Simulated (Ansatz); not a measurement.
Basis-set extrapolation for C$_{2}$H$_{6}$BFSi (`B/C=C(\F)[SiH3]`) (PBE0-D4/def2-TZVP geometry, frozen core, Ansatz 0.2.0). Multiplicity 1, RHF reference.

|  | def2-TZVPP | def2-QZVPP |
| --- | --- | --- |
| HF | -492.331718 | -492.349742 |
| MP2 correlation | -0.787162 | -0.847091 |
| CCSD(T) correlation | -0.867531 | not run |

Energies in hartree. Use E(X) = E(∞) + A·exp(−7.88·√X) for Hartree–Fock and E(X) = E(∞) + B·X^(−2.97) for correlation, with X = 3 and 4, and add CCSD(T) minus MP2 of the smaller set to the MP2 limit.

Question: What is the CCSD(T) energy at the basis-set limit?

Answer: HF limit: -492.349742 + (-0.018024) × 0.13774 = -492.35222. MP2 limit: -0.847091 + (-0.059929) × 0.74074 = -0.89148. Higher-order term: -0.867531 − (-0.787162) = -0.08037. Total: -493.32407 hartree, 327.7 kJ/mol below CCSD(T)/def2-TZVPP.
